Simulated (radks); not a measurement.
The numbers below are computed, except where a source is named.
Task: Radial electron density D(r) = 4 pi r^2 rho(r) of an atom or ion with 40 electrons. Code: a radial shooting solver on a logarithmic mesh with Libxc functionals. Model: Dirac Kohn-Sham, PBEsol, spin-unpolarised, spherical densities, point nucleus.

```
   r/bohr * D(r) (the largest magnitude, 65.5, reaches the edge; | marks zero)
 0.001384 |*
 0.001586 | *
 0.001831 | *
 0.002115 |  *
 0.002443 |  *
 0.002798 |   *
 0.003232 |    *
 0.003732 |      *
  0.00431 |        *
 0.004938 |          *
 0.005703 |            *
 0.006587 |               *
 0.007607 |                  *
 0.008715 |                      *
  0.01006 |                          *
  0.01162 |                              *
  0.01342 |                                  *
  0.01538 |                                     *
  0.01776 |                                         *
  0.02051 |                                           *
  0.02369 |                                            *
  0.02714 |                                            *
  0.03134 |                                          *
   0.0362 |                                        *
  0.04181 |                                      *
   0.0479 |                                     *
  0.05531 |                                      *
  0.06388 |                                        *
  0.07378 |                                            *
  0.08452 |                                                 *
  0.09761 |                                                     *
   0.1127 |                                                      *
   0.1302 |                                                   *
   0.1492 |                                              *
   0.1723 |                                       *
   0.1989 |                                  *
   0.2298 |                                  *
   0.2632 |                                    *
    0.304 |                                        *
   0.3511 |                                         *
   0.4055 |                                     *
   0.4645 |                              *
   0.5365 |                     *
   0.6196 |              *
   0.7155 |          *
   0.8198 |         *
   0.9467 |         *
    1.093 |        *
    1.263 |       *
    1.447 |     *
    1.671 |   *
     1.93 |  *
    2.228 | *
    2.553 |*
    2.948 |*
    3.405 *
    3.933 *
    4.505 *
    5.203 *
    6.009 *
     6.94 *
    7.951 *
```

What is the nuclear charge?

Result: Z = 42. The innermost maximum, from 1s, lies near gamma/Z bohr with gamma = sqrt(1 - (Z/c)^2) = 0.952, here 0.0227 bohr (found: 0.0249), and its height grows with Z. The density is that of the molybdenum ion Mo2+ in [Kr] 4d3.5 5s0.5; the configuration itself is not fixed sharply by these data, and Z only to a few units. D(r) has 4 maxima, at r = 0.0249, 0.109, 0.340, 0.985 bohr, and minima at 0.0499, 0.219, 0.853 bohr, inside which lie 2.05, 11.07, 29.40 electrons.
